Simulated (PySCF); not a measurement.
Isomers of C3H5Cl. Isolated molecules, 0 K electronic values unless said otherwise. Strings in code marks are SMILES.

The HOMO from two functionals at the same geometries (PBE0-D3(BJ)/def2-TZVP), both in PySCF: PBE-D3(BJ)/def2-TZVP and PBE0-D3(BJ)/def2-TZVP. 

```tsv
species	PBE0-D3(BJ)/def2-TZVP (eV)
`CC(Cl)=C`	-7.30
`C1C(Cl)C1`	-7.76
`C(/Cl)=C\C`	-7.11
`C(/C)=C/Cl`	-7.15
```

### Question
What does PBE-D3(BJ)/def2-TZVP give for each?

### Answer

- `CC(Cl)=C`: -6.14
- `C1C(Cl)C1`: -6.43
- `C(/Cl)=C\C`: -5.95
- `C(/C)=C/Cl`: -6.00
Over these rows, drawn at random from the members with no instability flagged (it was tested for open shells, ions and some series alone), PBE minus PBE0-D3(BJ): mean +1.20 eV, from +1.16 eV to +1.33 eV.
